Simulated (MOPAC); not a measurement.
Input file for MOPAC: PM3 on BH6NO3 (a complex), monomers drawn apart or pushed together.

```
PM3 1SCF PRECISE CHARGE=0 THREADS=1
BH6NO3

O     -0.00238246 1    -0.57182165 1    -1.19766515 1
B     -0.15521205 1    -0.19618015 1     0.11023842 1
O     -1.36114706 1     0.38326404 1     0.47839581 1
O      0.87793735 1    -0.41176198 1     0.96646611 1
H     -0.78684169 1    -0.37711461 1    -1.71828124 1
H     -1.39826234 1     0.62138552 1     1.40847667 1
H      0.69823798 1    -0.11936347 1     1.88130217 1
N      0.44706153 1     0.48478014 1     3.97096757 1
H      0.34778809 1     1.47807224 1     4.15049498 1
H     -0.26619297 1     0.00186248 1     4.50644306 1
H      1.34610334 1     0.20151925 1     4.34733348 1
```

Output:

```
*******************************************************************************
 **                                                                           **
 **                              MOPAC v23.2.5                                **
 **                                                                           **
 *******************************************************************************
 ** MOPAC's Digital Object Identifier: https://doi.org/10.5281/zenodo.6511958 **
 **                                                                           **
 ** Please cite the open-source release paper for use of this MOPAC version:  **
 ** J. E. Moussa and J. J. P. Stewart (2026)                                  **
 ** MOPAC: An open-source semiempirical molecular orbital program             **
 ** J. Open Source Softw., 11(119), 8025, https://doi.org/10.21105/joss.08025 **
 *******************************************************************************

                              PM3 CALCULATION RESULTS

 *******************************************************************************
 *  PM3        - The PM3 Hamiltonian to be used
 *
 *
 *
 *                 CHARGE ON SYSTEM = 0
 *
 *
 *
 *  PRECISE    - TIGHTER CRITERIA TO BE USED
 *  1SCF       - DO 1 SCF AND THEN STOP
 *  THREADS=1  - MULTI-THREADING NOT USED
 *  T=         - A TIME OF 172800.0 SECONDS REQUESTED
 *  DUMP=N     - RESTART FILE WRITTEN EVERY 7200.0 SECONDS REQUESTED
 *******************************************************************************
PM3 1SCF PRECISE CHARGE=0 THREADS=1
 BH6NO3

   ATOM   CHEMICAL          X               Y               Z
  NUMBER   SYMBOL      (ANGSTROMS)     (ANGSTROMS)     (ANGSTROMS)

     1       O         -0.00238246  *  -0.57182165  *  -1.19766515  *
     2       B         -0.15521205  *  -0.19618015  *   0.11023842  *
     3       O         -1.36114706  *   0.38326404  *   0.47839581  *
     4       O          0.87793735  *  -0.41176198  *   0.96646611  *
     5       H         -0.78684169  *  -0.37711461  *  -1.71828124  *
     6       H         -1.39826234  *   0.62138552  *   1.40847667  *
     7       H          0.69823798  *  -0.11936347  *   1.88130217  *
     8       N          0.44706153  *   0.48478014  *   3.97096757  *
     9       H          0.34778809  *   1.47807224  *   4.15049498  *
    10       H         -0.26619297  *   0.00186248  *   4.50644306  *
    11       H          1.34610334  *   0.20151925  *   4.34733348  *



          CARTESIAN COORDINATES

    NO.       ATOM           X           Y           Z

     1         O         -0.0024     -0.5718     -1.1977
     2         B         -0.1552     -0.1962      0.1102
     3         O         -1.3611      0.3833      0.4784
     4         O          0.8779     -0.4118      0.9665
     5         H         -0.7868     -0.3771     -1.7183
     6         H         -1.3983      0.6214      1.4085
     7         H          0.6982     -0.1194      1.8813
     8         N          0.4471      0.4848      3.9710
     9         H          0.3478      1.4781      4.1505
    10         H         -0.2662      0.0019      4.5064
    11         H          1.3461      0.2015      4.3473

  H: (PM3): J. J. P. STEWART, J. COMP. CHEM. 10, 209 (1989).
  B: (PM3): J. J. P. STEWART, J. MOL. MOD., 10, 155-164 (2004)
  N: (PM3): J. J. P. STEWART, J. COMP. CHEM. 10, 209 (1989).
  O: (PM3): J. J. P. STEWART, J. COMP. CHEM. 10, 209 (1989).

           Empirical Formula: H6 N O3 B  =    11 atoms



      MOLECULAR POINT GROUP   :   Cs


      RHF CALCULATION, NO. OF DOUBLY OCCUPIED LEVELS = 16


 -------------------------------------------------------------------------------
 PM3 1SCF PRECISE CHARGE=0 THREADS=1
 BH6NO3



     1SCF WAS SPECIFIED, SO BFGS WAS NOT USED
     SCF FIELD WAS ACHIEVED


                              PM3 CALCULATION
                                                       MOPAC v23.2.5 Linux




          FINAL HEAT OF FORMATION =       -237.69913 KCAL/MOL =    -994.53318 KJ/MOL


          COSMO AREA              =        121.90 SQUARE ANGSTROMS
          COSMO VOLUME            =         99.11 CUBIC ANGSTROMS

          IONIZATION POTENTIAL    =         10.615210 EV
          HOMO LUMO ENERGIES (EV) =        -10.615  2.247
          NO. OF FILLED LEVELS    =         16
          MOLECULAR WEIGHT        =         78.8623         POINT GROUP:  Cs

          MOLECULAR DIMENSIONS (Angstroms)

            Atom       Atom       Distance
            H    11    H     5     6.45569
            H     6    O     4     2.52671
            H     9    H    10     1.63790


          SCF CALCULATIONS        =          1





   ATOM   CHEMICAL          X               Y               Z
  NUMBER   SYMBOL      (ANGSTROMS)     (ANGSTROMS)     (ANGSTROMS)

     1       O         -0.00238246  *  -0.57182165  *  -1.19766515  *
     2       B         -0.15521205  *  -0.19618015  *   0.11023842  *
     3       O         -1.36114706  *   0.38326404  *   0.47839581  *
     4       O          0.87793735  *  -0.41176198  *   0.96646611  *
     5       H         -0.78684169  *  -0.37711461  *  -1.71828124  *
     6       H         -1.39826234  *   0.62138552  *   1.40847667  *
     7       H          0.69823798  *  -0.11936347  *   1.88130217  *
     8       N          0.44706153  *   0.48478014  *   3.97096757  *
     9       H          0.34778809  *   1.47807224  *   4.15049498  *
    10       H         -0.26619297  *   0.00186248  *   4.50644306  *
    11       H          1.34610334  *   0.20151925  *   4.34733348  *

                             CARTESIAN COORDINATES

   1    O       -0.002382460    -0.571821650    -1.197665150
   2    B       -0.155212050    -0.196180150     0.110238420
   3    O       -1.361147060     0.383264040     0.478395810
   4    O        0.877937350    -0.411761980     0.966466110
   5    H       -0.786841690    -0.377114610    -1.718281240
   6    H       -1.398262340     0.621385520     1.408476670
   7    H        0.698237980    -0.119363470     1.881302170
   8    N        0.447061530     0.484780140     3.970967570
   9    H        0.347788090     1.478072240     4.150494980
  10    H       -0.266192970     0.001862480     4.506443060
  11    H        1.346103340     0.201519250     4.347333480


           Empirical Formula: H6 N O3 B  =    11 atoms



      MOLECULAR POINT GROUP   :   Cs


                  EIGENVALUES
 -38.76448 -38.13534 -37.33799 -29.31474 -21.11317 -19.02987 -16.79556 -16.37487
 -16.07217 -15.71001 -15.63228 -13.85964 -12.34210 -12.14090 -12.06439 -10.61521
   2.24741   2.32408   2.75321   3.59076   4.21247   4.51673   4.52966   4.68324
   5.69387   6.28476


              NET ATOMIC CHARGES AND DIPOLE CONTRIBUTIONS

  ATOM NO.   TYPE          CHARGE      No. of ELECS.   s-Pop       p-Pop
    1          O          -0.173932        6.1739     1.71468     4.45925
    2          B           0.006721        2.9933     0.99744     1.99584
    3          O          -0.301041        6.3010     1.73026     4.57078
    4          O          -0.227105        6.2271     1.71523     4.51188
    5          H           0.225419        0.7746     0.77458
    6          H           0.214062        0.7859     0.78594
    7          H           0.238691        0.7613     0.76131
    8          N          -0.013852        5.0139     1.43303     3.58082
    9          H           0.009155        0.9908     0.99085
   10          H           0.009103        0.9909     0.99090
   11          H           0.012778        0.9872     0.98722
 DIPOLE           X         Y         Z       TOTAL
 POINT-CHG.    -0.425     0.505     1.385     1.534
 HYBRID        -0.558     0.796     2.368     2.560
 SUM           -0.983     1.301     3.753     4.092


          ATOMIC ORBITAL ELECTRON POPULATIONS

     Atom    s        px        py        pz
    1  O   1.71468   1.45254   1.73461   1.27210
    2  B   0.99744   0.64796   0.62364   0.72424
    3  O   1.73026   1.52824   1.71854   1.32400
    4  O   1.71523   1.53303   1.72865   1.25020
    5  H   0.77458
    6  H   0.78594
    7  H   0.76131
    8  N   1.43303   0.99784   1.01601   1.56697
    9  H   0.99085
   10  H   0.99090
   11  H   0.98722

 **********************
 *                    *
 * JOB ENDED NORMALLY *
 *                    *
 **********************




 == MOPAC DONE ==
```

The run finished.

Cost: roughly 0.03 core-seconds.
